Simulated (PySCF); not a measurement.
**Dipole response of Bi (bismuth, neutral)**

[Xe] 4f14 5d10 6s2 6p3, high-spin 4S determinant. All numbers are calculated (PySCF 2.14, scalar relativity by spin-free X2C-1e, in aug-cc-pVTZ-DK3 (9s8p6d3f, 84 functions)). Coupled (time-dependent) response in atomic units; α is the mean over directions.

```
method  mean α (bohr³)  C₆ (like pair)  S(−4)
M06-2X           46.30           528.2  590.3
```

S(−4) is the Cauchy moment in α(ω) = α(0) + S(−4) ω² + …

Reference α: 48 ± 4 bohr³ (recommended; Schwerdtfeger and Nagle, table of static dipole polarizabilities (2023 update)). Published C₆: 513.0 (Gould and Bucko (2016)).

α(iu) at M06-2X:

```tsv
u (hartree)	α(iu) (bohr³)
0	46.30
0.0500	44.88
0.100	41.26
0.200	32.01
0.300	24.18
0.500	14.66
0.750	9.033
1.00	6.238
1.50	3.609
2.00	2.393
3.00	1.278
5.00	0.5321
```

A single London oscillator, α(iu) = α/(1 + u²/ω²), gives C₆ = (3/4) ω α². Matching the computed C₆ needs ω = 4 × 528.2 / (3 × 46.30²) = 0.329 hartree.

Spin-orbit coupling, which splits the p, d and f shells strongly at this Z, is absent. Spin-orbit coupling is strong in this species (close to jj coupling), so the high-spin LS determinant is a model state, not a physical level.
